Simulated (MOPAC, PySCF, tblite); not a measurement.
Bond stretch in GeF, doublet.

- PM3, unrestricted, heats of formation (MOPAC)
- GFN2-xTB, 300 K electronic temperature (tblite)
- UKS-B3LYP/3-21G = unrestricted B3LYP/3-21G run with PySCF
- UCCSD(T) = CCSD(T) on UHF/cc-pVDZ, 10 core orbitals frozen (PySCF 2.14.0)

Energies relative to the lowest point of each curve near equilibrium, in eV; the last columns give the difference from UCCSD(T):

```json
[
 {"R / Å": "1.39", "PM3": "2.197", "GFN2-xTB": "2.635", "UKS-B3LYP/3-21G": "3.424", "UCCSD(T)": "4.105", "PM3 − UCCSD(T)": "-1.908", "GFN2-xTB − UCCSD(T)": "-1.470", "UKS-B3LYP/3-21G − UCCSD(T)": "-0.681"},
 {"R / Å": "1.48", "PM3": "1.044", "GFN2-xTB": "1.264", "UKS-B3LYP/3-21G": "1.476", "UCCSD(T)": "2.004", "PM3 − UCCSD(T)": "-0.960", "GFN2-xTB − UCCSD(T)": "-0.739", "UKS-B3LYP/3-21G − UCCSD(T)": "-0.528"},
 {"R / Å": "1.59", "PM3": "0.260", "GFN2-xTB": "0.452", "UKS-B3LYP/3-21G": "0.334", "UCCSD(T)": "0.641", "PM3 − UCCSD(T)": "-0.381", "GFN2-xTB − UCCSD(T)": "-0.189", "UKS-B3LYP/3-21G − UCCSD(T)": "-0.307"},
 {"R / Å": "1.64", "PM3": "0.086", "GFN2-xTB": "0.254", "UKS-B3LYP/3-21G": "0.110", "UCCSD(T)": "0.313", "PM3 − UCCSD(T)": "-0.228", "GFN2-xTB − UCCSD(T)": "-0.059", "UKS-B3LYP/3-21G − UCCSD(T)": "-0.203"},
 {"R / Å": "1.72", "PM3": "0.000", "GFN2-xTB": "0.071", "UKS-B3LYP/3-21G": "0.000", "UCCSD(T)": "0.045", "PM3 − UCCSD(T)": "-0.045", "GFN2-xTB − UCCSD(T)": "0.026", "UKS-B3LYP/3-21G − UCCSD(T)": "-0.045"},
 {"R / Å": "1.76", "PM3": "0.034", "GFN2-xTB": "0.024", "UKS-B3LYP/3-21G": "0.027", "UCCSD(T)": "0.000", "PM3 − UCCSD(T)": "0.034", "GFN2-xTB − UCCSD(T)": "0.024", "UKS-B3LYP/3-21G − UCCSD(T)": "0.027"},
 {"R / Å": "1.80", "PM3": "0.110", "GFN2-xTB": "0.000", "UKS-B3LYP/3-21G": "0.093", "UCCSD(T)": "0.001", "PM3 − UCCSD(T)": "0.109", "GFN2-xTB − UCCSD(T)": "-0.001", "UKS-B3LYP/3-21G − UCCSD(T)": "0.093"},
 {"R / Å": "1.88", "PM3": "0.364", "GFN2-xTB": "0.009", "UKS-B3LYP/3-21G": "0.309", "UCCSD(T)": "0.108", "PM3 − UCCSD(T)": "0.257", "GFN2-xTB − UCCSD(T)": "-0.098", "UKS-B3LYP/3-21G − UCCSD(T)": "0.202"},
 {"R / Å": "1.94", "PM3": "0.616", "GFN2-xTB": "0.057", "UKS-B3LYP/3-21G": "0.518", "UCCSD(T)": "0.254", "PM3 − UCCSD(T)": "0.362", "GFN2-xTB − UCCSD(T)": "-0.197", "UKS-B3LYP/3-21G − UCCSD(T)": "0.264"},
 {"R / Å": "2.05", "PM3": "1.132", "GFN2-xTB": "0.216", "UKS-B3LYP/3-21G": "0.955", "UCCSD(T)": "0.615", "PM3 − UCCSD(T)": "0.517", "GFN2-xTB − UCCSD(T)": "-0.398", "UKS-B3LYP/3-21G − UCCSD(T)": "0.341"},
 {"R / Å": "2.18", "PM3": "1.709", "GFN2-xTB": "0.497", "UKS-B3LYP/3-21G": "1.501", "UCCSD(T)": "1.118", "PM3 − UCCSD(T)": "0.591", "GFN2-xTB − UCCSD(T)": "-0.621", "UKS-B3LYP/3-21G − UCCSD(T)": "0.383"},
 {"R / Å": "2.34", "PM3": "2.289", "GFN2-xTB": "0.940", "UKS-B3LYP/3-21G": "2.154", "UCCSD(T)": "1.760", "PM3 − UCCSD(T)": "0.529", "GFN2-xTB − UCCSD(T)": "-0.820", "UKS-B3LYP/3-21G − UCCSD(T)": "0.394"}
]
```

PM3 is furthest from UCCSD(T) at 1.39 (-1.908 eV, below); its mean absolute difference over the points is 0.493 eV.

GFN2-xTB is furthest from UCCSD(T) at 1.39 (-1.470 eV, below); its mean absolute difference over the points is 0.387 eV.

UKS-B3LYP/3-21G is furthest from UCCSD(T) at 1.39 (-0.681 eV, below); its mean absolute difference over the points is 0.289 eV.

The scan ran from 1.39 to 7.04 Å; beyond the distances shown one of the unrestricted levels run for this scan, shown here or not, changes its spin distribution in one step.
